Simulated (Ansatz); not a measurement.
`[SiH3]O[Si]Br` + CH₃OH → `CO[Si]Br` + silanol at 400 K and 1 bar (ligand exchange at the Si–O bond).

Isolated molecules relaxed with PBE0-D4/def2-TZVP in Ansatz; ΔE leaves out vibrations. CBS: MP2 limit from def2 TZ/QZ plus the TZ coupled-cluster correction, frozen cores. This one scheme is used for every species. For Br outer-core shells are correlated without core-valence functions, which leaves a few kJ/mol of doubt a bond. Scalar relativity is left out up to krypton. One conformer a species, not always the lowest.

| species | CCSD(T)/CBS energy (Eh) | H − E (kJ/mol) | S (J/(mol·K)) |
| --- | --- | --- | --- |
| `[SiH3]O[Si]Br` | -3228.55316 | 110.8 | 381.1 |
| CH₃OH | -115.61712 | 151.2 | 252.6 |
| `CO[Si]Br` | -2977.47730 | 140.6 | 357.8 |
| `O[SiH3]` | -366.69042 | 120.0 | 276.4 |

H − E and S are ideal-gas, rigid-rotor, harmonic terms from PBE0-D4/def2-TZVP, for one conformer and one mirror image of each species. 1 Eh = 2625.50 kJ/mol, R = 8.31446 J/(mol·K).

Q: By hand: ΔE, ΔH, ΔS and ΔG.

A: ΔE = (-2977.47730) + (-366.69042) − (-3228.55316) − (-115.61712) = 0.00256 Eh = 6.7 kJ/mol. Δ(H − E) = 140.6 + 120.0 − 110.8 − 151.2 = -1.4, so ΔH = 5.3 kJ/mol. ΔS = 357.8 + 276.4 − 381.1 − 252.6 = 0.5 J/(mol·K). ΔG = 5.3 − 400 × (0.5)/1000 = 5.1 kJ/mol.

Q: By hand: the equilibrium constant, and the temperature at which ΔG would vanish if ΔH and ΔS stayed fixed.

A: log₁₀ K = −ΔG/(RT ln 10) = -0.7. ΔG = 0 at ΔH/ΔS = 10600 K, far beyond where these terms or the molecules hold.

The number of gas molecules stays the same, so ΔS is small and ΔH decides. The sign of ΔG lies within the doubt. A doubt of 5 kJ/mol in ΔE shifts log₁₀ K by 0.7 here. Other conformers and mirror images would add mixing entropy, several J/(mol·K) or more a flexible species. These are equilibria of isolated gas molecules and say nothing of rates. Largest T1 diagnostic: 0.012 (customary marks: 0.02 for closed shells, 0.045 for open ones).
